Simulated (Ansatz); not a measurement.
Program: Ansatz. Geometries: PBE0-D4/def2-TZVP. ΔE: electronic, gas phase. CBS: MP2 limit from def2 TZ/QZ plus the TZ coupled-cluster correction, frozen cores. Functionals use def2-TZVPP. For Ga outer-core shells are correlated without core-valence functions, which leaves a few kJ/mol of doubt a bond. Scalar relativity is left out up to krypton. Each species was taken in one conformer, which may not be the lowest.

`N[SiH2][GaH2]` + `C[SiH](N)O` → `N[SiH2][SiH](N)O` + `[CH3][GaH2]`  (redistribution)

CCSD(T)/CBS gives +0.40 eV.

(1) Another level gave +0.40 eV. Which?
A. HF/def2-TZVPP
B. r2SCAN0/def2-TZVPP
C. revPBE-D4/def2-TZVPP
D. LC-ωPBE/def2-TZVPP

Largest T1 diagnostic among the species: 0.012.

## Answers

(1) D. LC-ωPBE 0.40, r2SCAN0 0.44, HF/def2-TZVPP 0.50, revPBE-D4 0.36 eV.

From PBE to PBE0 (25 % exact exchange), in def2-TZVPP and without D4, ΔE moves by +0.03 eV. Leaving LDA and LC-ωPBE aside and taking each functional with its dispersion term where it has one, the values, not all of them listed here, spread over 0.09 eV, from revPBE-D4 to B97M-V.
